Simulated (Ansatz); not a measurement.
This geometry of BrCl3Hf + H2 (7 atoms, charge 0, multiplicity 1) is a first-order saddle point.

The calculation used RKS PBE-D4/def2-SVP (Ansatz).

```xyz
7
Properties=species:S:1:pos:R:3
Hf -0.290 0.092 -0.410
Br 2.044 0.220 -1.432
Cl -0.413 -2.207 -1.048
Cl -2.629 0.075 0.057
Cl -0.260 2.462 -0.111
H 1.113 -0.291 1.266
H 0.436 -0.351 1.678
```

(1) Which two structures does it join? (They come from a converged band through this point; their orientation in space is the band's.)

(2) How far does it lie above each of them?

Answers

(1) No bond is made or broken.

First end point:

```xyz
7
Properties=species:S:1:pos:R:3
Hf -0.809 0.146 -0.596
Br 1.311 0.336 -1.885
Cl -1.018 -1.994 0.323
Cl -2.583 0.500 -2.071
Cl -0.895 1.775 1.079
H 2.199 -0.323 1.254
H 1.797 -0.441 1.898
```

Last end point:

```xyz
7
Properties=species:S:1:pos:R:3
Hf -1.010 0.181 -0.736
Br 1.335 0.270 -1.553
Cl -2.153 -1.511 -1.870
Cl -1.023 -0.265 1.559
Cl -2.042 2.237 -1.141
H 2.738 -0.418 1.622
H 2.155 -0.495 2.118
```

(2) 38.1 kcal/mol above the first and 37.7 kcal/mol above the second. This is the barrier of this one path; another mechanism may lie lower.

Run time: 4.7 min on 4 threads of Arm Neoverse N1 (shared host), peak memory 0.22 GiB.
